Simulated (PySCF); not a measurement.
Method: PySCF, PBE0, basis Se def2-TZVP, N def2-TZVP (no relativity, density fitting). Open shells, if any, are unrestricted.

Problem. What shape and geometry does isolated singlet SeN₂ take (every ligand bound to Se)?

Solution. Counting electrons, selenium keeps none of its valence electrons outside its bonds, so the VSEPR class is AX2 and the expected shape is linear (D∞h), as computed. The lowest minimum found is a singlet of D∞h symmetry with Se–N 1.611 Å (×2); N–Se–N 180.0°. Its harmonic wavenumbers are 165 (πu), 983 (σg+), 1130 (σu+) cm⁻¹ and its dipole moment is 0.00 D.
